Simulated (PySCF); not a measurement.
H₅OSi₂, SMILES [SiH2]O[SiH3] (connectivity only; charge and spin as stated), charge +1, multiplicity 1.

The structure is a stationary point at PBE-D3(BJ)/def2-TZVP. The spin state was assumed, not searched. The isomer is the one that the SMILES or the coordinates give; other isomers of the formula were not compared.

Two levels are set side by side: PBE/def2-TZVPD (PySCF) and CAM-B3LYP/def2-TZVPD (PySCF). Same geometry, gas phase. Differences are taken from unrounded values.

```tsv
quantity	CAM-B3LYP	PBE	PBE minus CAM-B3LYP
orbital gap (eV)	8.29	3.55	-4.74
highest occupied level (eV)	-15.51	-12.77	2.74
lowest empty level (eV)	-7.21	-9.22	-2.01
mean polarisability (bohr³)	48.8	52.7	3.9
```

PBE's occupied levels lie high since its potential decays too fast outside the molecule; exact exchange lowers them and widens the gap. PBE's more diffuse valence density responds more strongly to a field. Differences between two approximate levels are no errors against the true value.

Rough cost on one machine, each run with all the roots and properties that it gave: CAM-B3LYP against PBE within a factor of 2.
